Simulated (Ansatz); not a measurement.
**Ligand exchange: C2H3ClGe + C2H5ClSi → C2H4Ge + C2H4Cl2Si**

Species: C2H3ClGe `C#[C][GeH2][Cl]`, singlet; C2H5ClSi `C=C[SiH2]Cl`, singlet; C2H4Ge `C#[C][GeH3]`, singlet; C2H4Cl2Si `C=C[SiH](Cl)Cl`, singlet. The partners trade Cl for H: Ge–Cl and Si–H bonds give way to Ge–H and Si–Cl.

Shapes, held fixed at every level: PBE0-D4/def2-TZVP. Flexible molecules stand in one conformer, not always the lowest. Programs: Ansatz 0.2.0. The zero-point and thermal change to 298 K, harmonic and unscaled (PBE0-D4/def2-TZVP), is -0.9 kJ/mol.

| level | kind | ΔH(298 K) (kJ/mol) | less CCSD(T)/def2-TZVPP |
| --- | --- | --- | --- |
| HF/def2-SVP | Hartree–Fock | -21.7 | +9.3 |
| B3LYP-D4/def2-TZVPP | global hybrid | -32.1 | -1.1 |
| PBE0-D4/def2-TZVPP | global hybrid | -34.1 | -3.1 |
| wB97M-V/def2-TZVPP | range-separated hybrid | -34.9 | -3.9 |
| MP2/def2-TZVPP | perturbation theory | -33.3 | -2.3 |
| CCSD(T)/def2-SVP | coupled cluster or CI | -30.0 | +1.0 |
| CCSD/def2-TZVPP | coupled cluster or CI | -29.9 | +1.1 |
| CCSD(T)/def2-TZVPP | coupled cluster or CI | -31.0 | 0.0 |

The highest level, CCSD(T)/def2-TZVPP, gives ΔH(298 K) = -31.0 kJ/mol; the levels span -34.9 to -21.7. The column of differences is taken from that level and isn't an error. No measured value is set beside it here. Relativity is left out for Ge. Outer-core shells of Ge are correlated, in sets that cover them unevenly.
